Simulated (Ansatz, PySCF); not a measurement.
A series of C-H bond dissociation energy values:

A. CC(F)(F)F → [CH2]C(F)(F)F + H atom
B. C[Si](C)(O)O [dihydroxy(dimethyl)silane] -> [CH2][Si](C)(O)O + H atom
C. CCCCl [1-chloropropane] -> CC[CH]Cl + H atom
D. NC1CCC1 → NC1C[CH]C1 + H atom

Quantity: bond dissociation energy (enthalpy at 298 K, with B3LYP-D3(BJ) rigid-rotor harmonic-oscillator terms from PySCF), kJ/mol. Each molecule is optimised on its own at B3LYP-D3(BJ)/def2-TZVP (Ansatz, a quantum-chemistry and plane-wave program), one conformer each, not searched for the lowest. Cores are frozen in the correlated levels unless marked. Open shells are spin-unrestricted. Spin-orbit coupling is left out. Non-relativistic. CBS marks a two-point X^-3 extrapolation of the correlation energy; Hartree-Fock from the larger set. The bracket is a focal-point correction in the basis named.

|  | SVWN5/def2-TZVPD (Ansatz) | CAM-B3LYP/def2-TZVPD (Ansatz) | CCSD/cc-pV(D+d)Z (Ansatz) | RI-MP2/CBS(cc-pV(T+d)Z,cc-pV(Q+d)Z)+[CCSD(T)-MP2]/cc-pV(D+d)Z (Ansatz) |
|---|---|---|---|---|
| A | 479.6 | 435.5 | 422.7 | 448.6 |
| B | 460.7 | 412.9 | 395.0 | 424.2 |
| C | 426.8 | 396.6 | 388.5 | 413.8 |
| D | 442.0 | 407.2 | 401.0 | 423.8 |
